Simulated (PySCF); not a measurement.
How methods differ on the ionisation energy of Ar⁶⁺

Ar⁶⁺ [Ne] 3s2 (1S) → Ar⁷⁺ [Ne] 3s1 (2S), as a difference of total energies. All numbers are calculated (PySCF 2.14, no relativity, point nucleus, in an even-tempered Gaussian basis (17 s from 0.25 bohr⁻², ratio 2.5; 12 p from 0.33 bohr⁻², ratio 2.5; 5 d from 1.6 bohr⁻², ratio 2.7; 5 f from 2.3 bohr⁻², ratio 2.7)). Correlated levels: outer shells: 1s2 frozen; virtual orbitals above 40 to 60 times the deepest correlated orbital energy dropped. The calculations carry no spin-orbit coupling.

| method | ionisation energy (eV) | difference from reference (eV) |
| --- | --- | --- |
| UHF | 121.86 | -2.55 |
| MP2 (outer shells) | 123.51 | -0.90 |
| SCS-MP2 (outer shells) | 123.67 | -0.74 |
| CCSD (outer shells) | 123.83 | -0.58 |
| CCSD(T) (outer shells) | 123.88 | -0.53 |

Reference: 124.41 ± 0.06 eV (semi-empirical (NIST evaluation); NIST Atomic Spectra Database, ionization energies).

These non-relativistic numbers lack the scalar-relativistic shift.
